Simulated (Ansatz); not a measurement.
The cluster B8H13⁻. Total charge -1; singlet. Geometry r2SCAN-D4/def2-SVPD, basis def2-TZVPD, Ansatz.

```xyz
21

B     1.4722   -0.4612    0.4995
B    -0.9794   -0.4341   -1.4564
B     0.1124    0.5955    1.1680
B     0.0835   -1.5646   -0.4123
B     0.0777   -1.1043    1.2193
B    -1.1995   -0.4461    0.3100
B     1.2378    1.3199   -0.0083
B    -1.0901    1.3436    0.0270
H    -0.5117    0.4055   -2.1905
H    -0.0111   -2.7609   -0.5602
H    -1.9452    1.7730    0.7953
H     2.4815   -0.7788    1.0849
H     1.0690    1.6514   -1.1591
H     0.0867   -1.8746    2.1374
H    -2.2741   -0.7727    0.7572
H     0.0480    1.0752    2.2758
H     2.0703    1.9978    0.5639
H     0.3088   -1.0476   -1.5523
H    -1.8399   -1.1062   -1.9930
H    -1.0100    2.0528   -0.9367
H     1.8133    0.1364   -0.5696
```

| run | HOMO (eV) | LUMO (eV) |
| --- | --- | --- |
| A | -1.90 | 2.32 |
| B | -3.97 | 3.50 |
| C | -1.72 | 2.13 |
| D | -2.74 | 2.91 |
| E | -4.89 | 4.07 |

Another isomer (singlet) lies 0.61 eV lower at PBE0-D4/def2-TZVPD; other spin states weren't run for this one.

Problem. The runs used CAM-B3LYP, PBE, PBE0, r2SCAN, ωB97X-V. Estimate which is which.

Solution. A r2SCAN (0 % exact exchange); B CAM-B3LYP (range-separated); C PBE (0 % exact exchange); D PBE0 (25 % exact exchange); E ωB97X-V (range-separated). Exact exchange lowers occupied and raises empty levels; among semilocal functionals meta-GGAs tend to open the gap a little, and such runs are hard to tell apart. The gap grows from 3.85 eV (PBE) to 8.96 eV (ωB97X-V).
